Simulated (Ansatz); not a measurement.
`OC[SiH2]F` + `[SiH3]N[SiH3]` → `F[SiH2]N([SiH3])[SiH3]` + CH₃OH at 400 K and 1 bar (ligand exchange at the Si–C bond).

Isolated molecules relaxed with PBE0-D4/def2-TZVP in Ansatz; ΔE leaves out vibrations. CCSD(T)/CBS adds triple-zeta CCSD(T) − MP2 to the extrapolated MP2 energy (def2 sets, frozen cores). This one scheme is used for every species. Each species was taken in one conformer, which may not be the lowest.

```tsv
species	CCSD(T)/CBS energy (Eh)	H − E (kJ/mol)	S (J/(mol·K))
`OC[SiH2]F`	-505.15298	189.9	342.7
`[SiH3]N[SiH3]`	-637.10515	203.4	366.7
`F[SiH2]N([SiH3])[SiH3]`	-1026.67748	245.2	439.6
CH₃OH	-115.61712	151.2	252.6
```

H − E and S are ideal-gas, rigid-rotor, harmonic terms from PBE0-D4/def2-TZVP, for one conformer and one mirror image of each species. 1 Eh = 2625.50 kJ/mol, R = 8.31446 J/(mol·K).

By hand: ΔE, ΔH, ΔS and ΔG.

ΔE = (-1026.67748) + (-115.61712) − (-505.15298) − (-637.10515) = -0.03647 Eh = -95.8 kJ/mol. Δ(H − E) = 245.2 + 151.2 − 189.9 − 203.4 = 3.1, so ΔH = -92.7 kJ/mol. ΔS = 439.6 + 252.6 − 342.7 − 366.7 = -17.2 J/(mol·K). ΔG = -92.7 − 400 × (-17.2)/1000 = -85.8 kJ/mol.

By hand: the equilibrium constant, and the temperature at which ΔG would vanish if ΔH and ΔS stayed fixed.

log₁₀ K = −ΔG/(RT ln 10) = 11.2. ΔG = 0 at ΔH/ΔS = 5390 K, far beyond where these terms or the molecules hold.

ΔH outweighs TΔS. A doubt of 5 kJ/mol in ΔE shifts log₁₀ K by 0.7 here. Other conformers and mirror images would add mixing entropy, several J/(mol·K) or more a flexible species. Modes under 60 cm⁻¹, often nearly free rotors, make the harmonic entropy too high. These are equilibria of isolated gas molecules and say nothing of rates. Largest T1 diagnostic: 0.012 (customary marks: 0.02 for closed shells, 0.045 for open ones).
